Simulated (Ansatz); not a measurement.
F2H2OSi (`O[SiH](F)F`), charge 0, multiplicity 1.

**Question.** Give a relaxed structure at PBE0-D4/def2-TZVP (Ansatz). (An estimate is asked.)

**Answer.** Computed: 
Z-matrix (Å, degrees):
```
Si
F 1 1.584
F 1 1.584 2 105.5
O 1 1.614 2 111.2 3 -120.7
H 1 1.463 2 110.2 3 118.9
H 4 0.958 1 120.9 2 58.5
```
Point group Cs.
